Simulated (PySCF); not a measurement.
Compound: 3-aminophenol, C₆H₇NO.
Numbering: `[NH2:1][c:2]1[cH:3][cH:4][cH:5][c:6]([OH:7])[cH:8]1` (hydrogens: H9, H10 on N1; H11 on C3; H12 on C4; H13 on C5; H14 on O7; H15 on C8)

The calculation used PySCF 2.14.0, PBE0-D3(BJ)/def2-SVP geometry optimisation, gas phase.

Task: What internal coordinates does the optimisation give?

Result: 
| bond | length (Å) | order |
| --- | --- | --- |
| N1–C2 | 1.379 | single |
| C2–C3 | 1.408 | aromatic |
| C3–C4 | 1.389 | aromatic |
| C4–C5 | 1.393 | aromatic |
| C5–C6 | 1.399 | aromatic |
| C6–O7 | 1.351 | single |
| C6–C8 | 1.395 | aromatic |
| C2–C8 | 1.402 | aromatic |
| N1–H9, N1–H10 | 1.011 | single |
| C3–H11 | 1.093 | single |
| C4–H12 | 1.093 | single |
| C5–H13 | 1.094 | single |
| O7–H14 | 0.963 | single |
| C8–H15 | 1.092 | single |

Bonds in one row agree within 0.01 Å and their mean is given. Orders are formal, as drawn. A selection of angles:
| angle | degrees |
| --- | --- |
| N1–C2–C3 | 120.7 |
| N1–C2–C8 | 120.5 |
| C3–C2–C8 | 118.8 |
| C2–C3–C4 | 119.9 |
| C3–C4–C5 | 121.4 |
| C4–C5–C6 | 118.7 |
| C5–C6–O7 | 122.2 |
| C5–C6–C8 | 120.5 |
| O7–C6–C8 | 117.3 |
| C2–C8–C6 | 120.6 |
| H9–N1–C2 | 116.5 |
| H10–N1–C2 | 116.7 |
| H14–O7–C6 | 108.8 |

Dihedral angles: H14–O7–C6–C5 0° (synperiplanar). The mirror-image conformer, all signs reversed, is as good.

O7 (phenol-type oxygen) is bent (angle 108.8°). The 8 heavy atoms lie in one plane (0.011 Å rms). N1 (aniline-type nitrogen) is pyramidal (angles 116.7°, 116.5° and 113.5°, sum 346.7°, 0.24 Å off the plane of its three neighbours). The 6-membered ring C2–C3–C4–C5–C6–C8 has internal angles of 118.7° to 121.4° (sum 720°, against 720° for a flat polygon); it is planar, 0.00 Å rms from its mean plane, widest ring torsion 0°. Of the pairs four or more bonds apart, H13···H14 is among the closest relative to their van der Waals radii: 2.27 Å, 95 % of the sum of Bondi's values.

Point group: near Cs, missed by 0.35 Å at most; the miss may be what the optimiser left on a soft mode. Whether it is a minimum is left open (no frequencies). One conformer, not necessarily the lowest (C5–C6–O7–H 0°).

The run took 48 s wall on one thread of an Arm Neoverse V1, shared host, and the process peaked at 0.72 GiB of memory. This is the geometry optimisation.
